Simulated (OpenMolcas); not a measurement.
## F III: Slater's ratio, worked from levels

```json
{
 "Program": "OpenMolcas 26.06",
 "Basis": "ANO-RCC-VTZP [4s3p2d1f]",
 "Scalar Hamiltonian": "DKH2, point nucleus",
 "Active space": "5 electrons in 8 orbitals (2s 2p 3s 3p)",
 "State averaging": "2S+1 = 4 odd, 1 root; 2S+1 = 2 odd, 8 roots; 2S+1 = 4 even, 3 roots; 2S+1 = 2 even, 9 roots",
 "Spin-orbit coupling": "RASSI with atomic mean-field integrals over the reference wave functions, term energies averaged over their components"
}
```

Methods: CASSCF; SS-CASPT2, IPEA 0.25 Eh, imaginary shift 0.1 Eh (closed shells correlated: 1s).

**Slater's ratio.** With one set of orbitals, p3 has ²D° - ⁴S° = 9 F2 and ²P° - ²D° = 6 F2 (F2 = F²/25), a ratio of 2/3. Term energies are centres of gravity, weighted by 2J + 1.

```csv
Source,²D° - ⁴S°,²P° - ⁴S°,F2 from the first,Ratio
CASSCF,37616,50730,4180,0.349
SS-CASPT2,35136,52395,3904,0.491
```

Energies in cm-1. A ratio away from 2/3 shows effects beyond one configuration with one set of orbitals, and in heavier atoms second-order spin-orbit shifts. In CASSCF the valence s occupation is 1.95 in ²P° against 2.00 in ²D°: mixing out of s² acts most on ²P° and pulls it down.

CASPT2 does not keep the components of a term degenerate, so their means are used; among the terms shown or strongly mixed into the levels shown the widest spread is 41 cm-1 (2s² 2p³ ²D°, SS-CASPT2). Active for correlation alone: 3p 3s; no level in the range computed is led by a configuration that fills them, so any true level of that kind is missing. Levels of configurations outside the active space are missing.

° marks odd parity.
